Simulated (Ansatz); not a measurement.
Consider the ligand exchange at the Al–O bond: `[CH3][AlH][O][SiH2]C` + HI → `[CH3][AlH][I]` + `C[SiH2]O`.

Isolated molecules relaxed with PBE0-D4/def2-TZVP in Ansatz; ΔE leaves out vibrations. CCSD(T)/CBS adds triple-zeta CCSD(T) − MP2 to the extrapolated MP2 energy (def2 sets, frozen cores). This one scheme is used for every species. def2 core potentials past Kr. For I outer-core shells are correlated without core-valence functions, which leaves a few kJ/mol of doubt a bond. Each species was taken in one conformer, which may not be the lowest.

| species | MP2/def2-TZVPP energy (Eh) |
| --- | --- |
| `[CH3][AlH][O][SiH2]C` | -687.69759 |
| HI | -297.74990 |
| `[CH3][AlH][I]` | -579.61987 |
| `C[SiH2]O` | -405.82701 |

Q: Work out ΔE.

A: ΔE = (-579.61987) + (-405.82701) − (-687.69759) − (-297.74990) = 0.00061 Eh = +1.6 kJ/mol. CCSD(T)/CBS gives +1.7 kJ/mol.

Largest T1 diagnostic among the species: 0.011.

The D4 term adds +3.4 kJ/mol with B3LYP and +2.3 kJ/mol with PBE0; it sums over pairs of atoms, weighted by their polarisabilities, and B3LYP, whose exchange is more repulsive, gets the larger term.

B3LYP here is the variant with VWN-RPA as its local correlation; programs differ in this.
